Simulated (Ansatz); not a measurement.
Consider the isomerisation: `O[SiH2][SiH2][SiH2]F` → `F[SiH2]O[SiH2][SiH3]`.

Computed with Ansatz on PBE0-D4/def2-TZVP structures; ΔE is electronic, products minus reactants. CBS: MP2 limit from def2 TZ/QZ plus the TZ coupled-cluster correction, frozen cores. DFT in def2-TZVPP. B3LYP here is the variant with VWN-RPA as its local correlation; programs differ in this. Each species was taken in one conformer, which may not be the lowest.

```json
{"level": "PBE0-D4", "ΔE (kJ/mol)": "-113.8"}
{"level": "B3LYP-D4", "ΔE (kJ/mol)": "-130.4"}
{"level": "ωB97X-V", "ΔE (kJ/mol)": "-127.8"}
{"level": "ωB97M-V", "ΔE (kJ/mol)": "-132.4"}
{"level": "B3LYP", "ΔE (kJ/mol)": "-130.3"}
{"level": "HF/def2-TZVPP", "ΔE (kJ/mol)": "-156.6"}
{"level": "MP2/def2-TZVPP", "ΔE (kJ/mol)": "-137.8"}
{"level": "CCSD/def2-TZVPP", "ΔE (kJ/mol)": "-136.0"}
```

(1) What does CCSD(T)/CBS give? (Best estimate.)

Largest T1 diagnostic among the species: 0.013.

Results:

(1) Ansatz gave: -131.3 kJ/mol. The listed levels differ from it by 17.5, 0.9, 3.5, -1.1, 1.0, -25.3, -6.5, -4.7 kJ/mol.

In def2-TZVPP, CCSD(T) changes the Hartree–Fock value by +24.1 kJ/mol (the triples alone add +3.4 kJ/mol) and MP2 by +18.8 kJ/mol. From PBE to PBE0 (25 % exact exchange), in def2-TZVPP and without D4, ΔE moves by −9.0 kJ/mol.
